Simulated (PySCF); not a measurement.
A structure optimised at B3LYP-D3(BJ)/def2-SVP, used in a PySCF frequency run:

```
Si
N 1 1.7971
C 2 1.2909 1 101.58
H 3 1.1072 2 119.68 1 180.00
Si 3 1.9406 4 129.56 2 180.00
H 5 1.4923 3 115.78 4 -64.96
H 5 1.4923 6 109.35 3 -132.96
Cl 1 2.0656 2 111.61 3 119.09
Cl 1 2.0656 2 111.61 3 -119.09
```
Charge 0, spin multiplicity 1.

Q: Write its SMILES, formula and point group.

A: Cl[Si]1(Cl)N=C[SiH2]1, CH3Cl2NSi2, Cs

Q: What are its rotational constants (standard atomic weights)?

A: 1.8085, 1.2629, 0.96063 GHz
